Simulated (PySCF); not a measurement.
Species: C2H7GeNS.
Numbering: `[CH3:1][C:2](=[S:3])[GeH2:4][NH2:5]` (hydrogens: H6, H7, H8 on C1; H9, H10 on Ge4; H11, H12 on N5)

Cartesian coordinates in Å at the PBE0-D3(BJ)/def2-SVP level; atoms count from 1:
```
atom  x, y, z in Å
C1    -1.588    0.291    0.785
C2    -0.874   -0.844    0.135
S3    -1.574   -2.256   -0.263
Ge4    1.059   -0.627   -0.202
N5     1.404    1.174   -0.371
H6    -1.205    0.414    1.815
H7    -1.346    1.239    0.276
H8    -2.674    0.125    0.822
H9     1.840   -1.095    1.041
H10    1.423   -1.476   -1.435
H11    1.262    1.560   -1.300
H12    2.316    1.468   -0.035
```

Jobs on this species (12 atoms, 74 electrons) with PySCF (density fitting). Hardware of each: one thread, Arm Neoverse V1 (aarch64) (shared host). The host was shared with other jobs, so the times are rough. Peak memory is the resident size of the whole Python process, interpreter and libraries included.

```csv
level and settings,work,basis functions,SCF cycles,wall time,peak memory
"PBE0-D3(BJ)/def2-SVP, grid level 1",geometry optimisation from a GFN2-xTB start shaken at random,127,?,?,?
"delta-SCF UKS HF, pcX-2 on the ionised atom, pcseg-1 elsewhere, spin-free X2C","ΔSCF core ionisation, 5 holes",164,84,31 s,0.75 GiB
"delta-SCF UKS PBE, pcX-2 on the ionised atom, pcseg-1 elsewhere, spin-free X2C","ΔSCF core ionisation, 5 holes",164,232,39 s,0.53 GiB
"delta-SCF UKS SCAN, pcX-2 on the ionised atom, pcseg-1 elsewhere, spin-free X2C","ΔSCF core ionisation, 5 holes",164,88,30 s,0.55 GiB
"delta-SCF UKS PBE0, pcX-2 on the ionised atom, pcseg-1 elsewhere, spin-free X2C","ΔSCF core ionisation, 5 holes",164,78,43 s,0.72 GiB
"delta-SCF UKS SCAN, pcX-1 on the ionised atom, pcseg-1 elsewhere, spin-free X2C","ΔSCF core ionisation, 5 holes",144,87,26 s,0.53 GiB
"delta-SCF UKS SCAN, def2-TZVP on the ionised atom, pcseg-1 elsewhere, spin-free X2C","ΔSCF core ionisation, 5 holes",141,86,29 s,0.53 GiB
"delta-SCF UKS B3LYP, pcX-2 on the ionised atom, pcseg-1 elsewhere, spin-free X2C","ΔSCF core ionisation, 5 holes",164,79,44 s,0.72 GiB
"delta-SCF UKS SCAN, pcX-2 on the ionised atom, pcseg-1 elsewhere, non-relativistic","ΔSCF core ionisation, 5 holes",164,86,30 s,0.53 GiB
```

Fill in the missing figures.

- PBE0-D3(BJ)/def2-SVP, grid level 1; geometry optimisation from a GFN2-xTB start shaken at random: 1.8 min, 0.53 GiB, 114 SCF cycles

What do all jobs in the table cost together?

About 6.3 min; the longest takes about 28 % of that, and about 4.2 times as long as the shortest.
